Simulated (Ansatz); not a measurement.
Reaction (ligand exchange at the Si–Cl bond): `C[SiH](Cl)CF` + HI → `C[SiH](I)CF` + HCl

Program: Ansatz. Geometries: PBE0-D4/def2-TZVP. ΔE: electronic, gas phase. CBS: MP2 limit from def2 TZ/QZ plus the TZ coupled-cluster correction, frozen cores. This one scheme is used for every species. DFT in def2-TZVPP. Elements past krypton have def2 core potentials. For I outer-core shells are correlated without core-valence functions, which leaves a few kJ/mol of doubt a bond. Each species was taken in one conformer, which may not be the lowest.

```csv
species,ωB97M-V energy (Eh)
`C[SiH](Cl)CF`,-929.40202
HI,-298.28326
`C[SiH](I)CF`,-766.89023
HCl,-460.79014
```

(1) Work out ΔE.

Largest T1 diagnostic among the species: 0.010.

Answers

(1) ΔE = (-766.89023) + (-460.79014) − (-929.40202) − (-298.28326) = 0.00491 Eh = +0.13 eV. CCSD(T)/CBS gives +0.06 eV.

In def2-TZVPP, CCSD(T) changes the Hartree–Fock value by −0.08 eV (the triples alone add −0.02 eV) and MP2 by −0.13 eV. The D4 term adds −0.04 eV with B3LYP and −0.02 eV with PBE0; it sums over pairs of atoms, weighted by their polarisabilities, and B3LYP, whose exchange is more repulsive, gets the larger term.

B3LYP here is the variant with VWN-RPA as its local correlation; programs differ in this.
